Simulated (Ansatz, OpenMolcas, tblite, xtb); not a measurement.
**A ladder of methods for BBr2F (dibromofluoroborane)**

The species is BBr2F (4 atoms), meant as a singlet with charge 0. As SMILES, `FB(Br)Br`. Geometry: relaxed at PBE0-D4/def2-TZVP.

Quantity: the HOMO–LUMO gap, in eV. The values are calculated.

| level | kind | program | value (eV) |
| --- | --- | --- | --- |
| GFN1-xTB | semi-empirical | tblite | 4.80 |
| GFN0-xTB | semi-empirical | xtb | 4.90 |
| HF/cc-pVDZ | Hartree–Fock | OpenMolcas | 14.15 |
| SVWN5/cc-pVDZ | LDA | OpenMolcas | 5.01 |
| BLYP/cc-pVDZ | GGA | OpenMolcas | 5.09 |
| M06-L/cc-pVDZ | meta-GGA | OpenMolcas | 5.72 |
| r2SCAN0/cc-pVDZ | hybrid meta-GGA | Ansatz | 7.80 |
| CAM-B3LYP/cc-pVDZ | range-separated hybrid | Ansatz | 9.86 |
| PBE-QIDH/cc-pVDZ | double hybrid | Ansatz | 11.41 |

All-electron rows without a relativistic Hamiltonian named are non-relativistic. The values span 4.80 to 14.15 eV. Orbital gaps aren't excitation energies, and those of double hybrids come from the SCF part alone; they tend to grow with the share of exact exchange.
